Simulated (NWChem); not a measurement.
System: ZrCl$_{3}$ cation; SMILES [Cl][Zr+]([Cl])[Cl]

All runs: NWChem. Coordinates come from a PBE0/def2-SVP optimisation. The spin multiplicity was typed, not searched, and may not be the lowest. def2 effective core potentials on Zr; no spin-orbit coupling. Level SCAN/def2-SVP: energy and gradient on several grids; changes count from the extra-fine grid, which is no exact limit either.

```
grid     size of the energy change (μHa)  largest change of a gradient component (μHa/bohr)
-------  -------------------------------  -------------------------------------------------
xcoarse                            80000                                                500
coarse                              4000                                                100
medium                              4000                                               < 30
fine                                 100                                                 70
xfine                               < 10                                               < 30
```
